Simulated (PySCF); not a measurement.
Si(Cl)2 cation (Cl2Si), SMILES Cl[Si]Cl (connectivity only; charge and spin as stated), charge +1, multiplicity 2. Atoms are numbered in the order given.

```xyz
3

Si     0.0000     0.0000     0.6689
Cl     0.0000     1.7236    -0.2754
Cl     0.0000    -1.7236    -0.2754
```
Charge +1, spin multiplicity 2.

Coordinates come from a r2SCAN-D4/def2-TZVP optimisation. The multiplicity is an assumed one; other spin states were not compared. The isomer is the one that the SMILES or the coordinates give; other isomers of the formula were not compared.

These are B3LYP/def2-TZVPD (PySCF) values and carry that method's errors.

Gas-phase values at a fixed geometry.

Computed frontier levels, dipole moment and polarisability:
```
Item                                                                Value
------------------------------------------------  -----------------------
α spin, highest occupied and lowest empty level       -14.24 and -9.42 eV
β spin, highest occupied and lowest empty level      -15.74 and -11.28 eV
dipole moment about the centre of nuclear charge                   1.73 D
mean static polarisability                           46.6 bohr³ (6.91 Å³)
polarisability, principal values                   34.9, 40.4, 64.5 bohr³
⟨S²⟩                                              0.754 (pure state 0.75)
```
